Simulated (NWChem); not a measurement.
# CHBClNO2; SMILES O=C=NB(O)Cl

```xyz
7

B      0.4722    -0.5886     0.0000
Cl    -0.9540    -1.6497     0.0000
N      0.3017     0.8139     0.0000
C     -0.0709     1.9506     0.0000
O     -0.4036     3.0673     0.0000
O      1.7107    -1.1099     0.0000
H      1.7143    -2.0730     0.0000
```
Atoms are numbered in this order, from 1.

Computed with NWChem. All runs use the structure optimised with PBE0/def2-SVP. Total energies compare along this basis series because the functional is fixed.

| level | basis functions | energy (Ha) | highest occupied level (eV) | orbital gap (eV) | dipole (D) |
|---|---|---|---|---|---|
| PBE0/cc-pVDZ | 93 | -728.6808 | -8.68 | 8.07 | 2.23 |
| PBE0/aug-cc-pVDZ | 151 | -728.7015 | -8.94 | 7.97 | 2.26 |
| PBE0/cc-pVTZ | 198 | -728.7768 | … | 8.06 | 2.26 |

Q: What belongs in the gaps?

A: 
- PBE0/cc-pVTZ, highest occupied level (eV): -8.87
